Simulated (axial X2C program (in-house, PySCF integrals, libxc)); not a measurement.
Correcting the dissociation energy of ZrH for spin–orbit coupling

A spin-free CCSD(T) curve (one-electron X2C) was computed with an axial X2C code built on PySCF integrals, basis Zr dyall-cv3z [11s12p9d6f3g], H dyall-v3z [6s2p1d] (cores contracted in-house), for the state M_S = 3/2, Λ = 0 (beyond evenly filled blocks: σα, δ+α, δ-α). It gives D0 = 2.153 eV to Zr + H, which in a spin-free picture are the weighted means of the ground terms.

Correlated methods: 13 electrons correlated (number of frozen shells: Zr 3 s, 2 p, 1 d; H none), 241 virtual spin orbitals or spinors in MP2, 110 natural virtuals in coupled cluster.

Measured levels of the ground terms (NIST Handbook of Basic Atomic Spectroscopic Data), in cm⁻¹: Zr 3F: J = 2 at 0, J = 3 at 570.4, J = 4 at 1240.8; H 2S: J = 1/2 at 0.

The molecular state has Λ = 0, so it has no first-order lowering.

Task: How far does each ground level lie under the (2J+1)-weighted mean of its term?

Result: Zr: (5 × 0 + 7 × 570.4 + 9 × 1240.8)/21 = 722 cm⁻¹; H: a single level, 0.

Task: Correct D0.

Result: D0 = 2.153 + (0 − 722)/8065.5 = 2.063 eV at CCSD(T) with these spin–orbit terms.

Second-order spin–orbit effects in the molecule, which grow quickly with Z, are left out. The state is a single determinant with fixed occupations, the lowest that a limited PBE0 search found. Dissociation energies refer to the lowest single-determinant-based atoms at the same level and basis. Coupled cluster ran in a truncated set of natural virtual spinors; the MP2 energy of the rest was added. (T) has no such correction and the atoms are truncated less, which lowers De at CCSD(T) by a hundredth of an eV or more. PBE0 can misorder states that lie within some tenths of an eV, so this need not be the ground state of the molecule. The nearest other spin-free determinant of the search, M_S = 3/2, Λ = 3, lies 0.006 eV up at the distance of the search. With spin–orbit coupling the lowest determinant has another configuration, so this spin-free state is a model.
